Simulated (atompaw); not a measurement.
**Before and after: PAW (atompaw) potential for Gd**

atompaw 4.2.0.5 input, output lines left out:

```
Gd 64
GGA-PBE scalarrelativistic loggrid 2001 logderivrange -6 5 276
6 6 5 4 0 0
6 0 1
6 1 0
5 2 1
4 3 7
0 0 0
c
c
c
c
v
v
c
c
c
v
v
c
c
v
v
3
2.70 2.00 2.55 2.70
n
n
y
-0.25
n
y
0.8
n
bloechl sinc
4 0 ultrasoft
```

Change: local potential vpsmatchnc scheme with l = 4 at 0 Ry, radius 2.55 bohr.

Cutoffs: the cutoffs (Ry, on a coarse ladder) from which the occupation-weighted sum of valence levels, in a spherical-Bessel basis at the reference potential, stays within 10 and 1 mRy of its value at 400 Ry; they do not see the model core or the augmentation charge, which bear on the density cutoff.

What does the change do?

The potential gets harder (35 Ry and 45 Ry → 50 Ry and 70 Ry); the range in which the s phases agree narrows (upper end 3.7 → 0.5); neither file shows a bound ghost.

```csv
quantity,base,changed
"cutoff, loose",35 Ry,50 Ry
"cutoff, tight",45 Ry,70 Ry
loose cutoff by channel (10 mRy a level),"s 12 Ry, p 15 Ry, d 12 Ry, f 25 Ry","s 30 Ry, p 30 Ry, d 15 Ry, f 35 Ry"
bound ghosts,none,none
s: phases at 2.71 bohr within 0.05 rad from the reference energy up to (Ry; the scan ends near 5),3.7,0.5
p: phases at 2.71 bohr within 0.05 rad from the reference energy up to (Ry; the scan ends near 5),to the end of the scan,3.9
d: phases at 2.71 bohr within 0.05 rad from the reference energy up to (Ry; the scan ends near 5),0.6,0.4
f: phases at 2.71 bohr within 0.05 rad from the reference energy up to (Ry; the scan ends near 5),4.1,4.2
lowest overlap eigenvalue by channel,"s 0.43, p 0.62, d 0.01, f 1.00","s 0.23, p 0.51, d 0.00, f 1.00"
```

 The cutoffs see the waves, projectors and local potential, not the compensation charge or the core.
